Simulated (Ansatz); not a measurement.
Tuning the range parameter of LC-ωPBE so that −HOMO meets the ionisation energy; basis def2-TZVP, Ansatz. System: Al2P2 (the lowest singlet isomer of a short search). Total charge 0; singlet. Geometry: PBE-D4/def2-TZVP. The ionised state is a doublet.

Geometry of the singlet:

Cartesian coordinates in Å:
```
Al -1.8520 0.1694 1.3493
Al 1.8523 -0.1695 -1.3488
P -0.5031 -0.6747 -0.6060
P 0.5028 0.6749 0.6054
```

The structure comes from a short search, and lower isomers may exist.

```json
{"ω (1/bohr)": "0.1", "HOMO (eV)": "-6.26", "LUMO (eV)": "-2.61", "vertical IE (eV)": "7.24", "HOMO + IE (eV)": "0.98"}
{"ω (1/bohr)": "0.15", "HOMO (eV)": "-6.73", "LUMO (eV)": "-2.10", "vertical IE (eV)": "7.30", "HOMO + IE (eV)": "0.57"}
{"ω (1/bohr)": "0.3", "HOMO (eV)": "-7.57", "LUMO (eV)": "-1.32", "vertical IE (eV)": "7.45", "HOMO + IE (eV)": "-0.12"}
```

Q: Estimate the row for 0.2 bohr⁻¹.

A: 
```csv
ω (1/bohr),HOMO (eV),LUMO (eV),vertical IE (eV),HOMO + IE (eV)
0.2,-7.09,-1.73,7.36,0.27
```

Q: Where does the tuning condition hold?

A: Near ω = 0.27 bohr⁻¹, by linear interpolation.
